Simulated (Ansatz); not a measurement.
Molecule: 2-fluoropyrazine, C$_{4}$H$_{3}$FN$_{2}$, charge 0, multiplicity 1. 
Coordinates optimised at B3LYP-D3(BJ)/def2-TZVP (Ansatz, a quantum-chemistry and plane-wave program):
```xyz
10

F     -1.8054    -1.2674     0.1843
C     -0.7030    -0.5186     0.0730
C     -0.8344     0.8681     0.0145
N      0.2441     1.6294    -0.0958
C      1.4261     1.0095    -0.1460
C      1.5242    -0.3721    -0.0855
N      0.4395    -1.1456     0.0258
H     -1.8075     1.3417     0.0577
H      2.3088     1.6304    -0.2362
H      2.4838    -0.8736    -0.1264
```
Charge 0, spin multiplicity 1.

Wanted: atomisation energy (electronic, to ground-state atoms), in kcal/mol. Valence correlation only, unless marked. UHF or UKS for open shells. No spin-orbit coupling. Non-relativistic. The coupled-cluster limit lacks core correlation, which all-electron functionals hold. CBS marks a two-point X^-3 extrapolation of the correlation energy; Hartree-Fock from the larger set. The bracket is a focal-point correction in the basis named.

```
level                                                                 program  atomisation energy (kcal/mol)
-------------------------------------------------------------  --------------  -----------------------------
HF/6-31G                                                               Ansatz                          654.2
BLYP-D4/def2-TZVPD                                             Ansatz + dftd4                         1142.8
BLYP/def2-TZVPD                                                        Ansatz                         1129.5
r2SCAN/def2-TZVPD                                                      Ansatz                         1127.6
r2SCAN-D3(BJ)/def2-TZVPD                                       Ansatz + dftd3                         1129.1
CAM-B3LYP-D4/def2-TZVPD                                        Ansatz + dftd4                         1130.5
B2GP-PLYP-D3(BJ)/def2-TZVPD                                    Ansatz + dftd3                         1112.5
MP2/6-31G*                                                             Ansatz                         1066.0
RI-MP2/CBS(aug-cc-pVTZ,aug-cc-pVQZ)                                    Ansatz                         1161.1
SCS-MP2/aug-cc-pVTZ                                                    Ansatz                         1112.4
CCSD/cc-pVDZ                                                           Ansatz                          992.6
CCSD(T)/aug-cc-pVQZ                                                    Ansatz                         1104.3
CCSD(T) with core electrons/cc-pwCVTZ                                  Ansatz                         1087.1
RI-MP2/CBS(aug-cc-pVTZ,aug-cc-pVQZ)+[CCSD(T)-MP2]/aug-cc-pVQZ          Ansatz                         1115.8
CCSD(T)/CBS(aug-cc-pVTZ,aug-cc-pVQZ)                                   Ansatz                         1115.9
```

The Hartree-Fock reference is unstable (checked in the largest basis), which strains HF and MP2.
